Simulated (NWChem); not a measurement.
System: CNO anion

```xyz
3

N      0.0000     0.0000     1.2618
C      0.0000     0.0000     0.0709
O      0.0000     0.0000    -1.1594
```
Atoms are numbered in this order, from 1.

All runs: NWChem. Pople sets run with spherical d functions. Sets without diffuse functions describe the anion's extra electron poorly. Structure relaxed at the B3LYP/def2-SVPD level. The highest occupied level is positive in some or all of these runs, so the extra electron may be held by the finite basis. B3LYP is NWChem's, with the RPA form of VWN correlation. Atomic charges in e: unrestrained fits to the electrostatic potential beside Mulliken populations; the two definitions need not agree.

For level Hartree-Fock/6-31G*:

- Mulliken N1 = -0.71
- ESP C2 = 0.72
- Mulliken C2 = 0.48
- Mulliken O3 = -0.77

What are these values for level B3LYP/def2-SVP?


| Item | Result |
|---|---|
| Mulliken N1 | -0.36 |
| ESP C2 | 0.58 |
| Mulliken C2 | -0.23 |
| Mulliken O3 | -0.42 |
